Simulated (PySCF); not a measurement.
bromocyclopropane, C3H5Br, SMILES BrC1CC1, point group Cs.

Force field and properties: B3LYP/pcSseg-1 (PySCF, grid level 2). Vibrational terms come from second-order perturbation theory with semi-diagonal cubic constants, by steps of ±0.6 along the normal coordinates of each isotopologue. The parent has the commonest isotopes.

Equilibrium geometry (Å):

```csv
atom,x,y,z
Br1,2.0552,-0.9482,-0.9166
C2,0.6389,-0.3809,0.2801
C3,-0.7845,-0.4158,-0.1767
C4,-0.0786,0.9073,0.0317
H5,0.8809,-0.6699,1.2969
H6,-0.9805,-0.7224,-1.2004
H7,-1.5356,-0.7373,0.5419
H8,-0.3332,1.5161,0.8968
H9,0.1916,1.4752,-0.8544
```

Question: How much do zero-point and thermal motion change the parent's shieldings?

Answer: 
```
atom  σe (ppm)  anharmonic part, 0 K  harmonic part, 0 K  Δσ at 0 K  Δσ at 100 K  Δσ at 350 K
 Br1   2117.87                -19.03              -42.88     -61.92       -62.55       -73.08
  C2    145.87                 -2.46               -2.62      -5.08        -5.16        -5.88
  C3    168.43                 -1.21               -3.94      -5.15        -5.16        -5.41
  H5     28.79                 -0.24               -0.49      -0.73        -0.73        -0.77
  H6     30.83                 -0.16               -0.56      -0.72        -0.72        -0.75
  H7     30.66                 -0.15               -0.55      -0.71        -0.71        -0.72
```

Question: And the bond lengths, in the parent and with ²H at 5?

Answer: 
```
  bond  re (Å)  ⟨r⟩ at 0 K  between mean positions  ⟨r⟩, labelled
Br1–C2  1.9390      1.9488                  1.9477         1.9483
 C2–C3  1.4953      1.5042                  1.5017         1.5039
 C3–C4  1.5141      1.5248                  1.5227         1.5249
 C2–H5  1.0844      1.1051                  1.0904         1.0995
 C3–H6  1.0865      1.1072                  1.0906         1.1071
 C3–H7  1.0881      1.1089                  1.0923         1.1089
```

Spin–orbit effects of the heavy atoms on shieldings are missing.

The study (145 SCF points, 117 basis functions) took 21 min on 1 thread of Arm Neoverse V1 (shared host) (rough), peak memory 0.61 GiB, launched as `OMP_NUM_THREADS=1 python ens_run.py task.json out`.
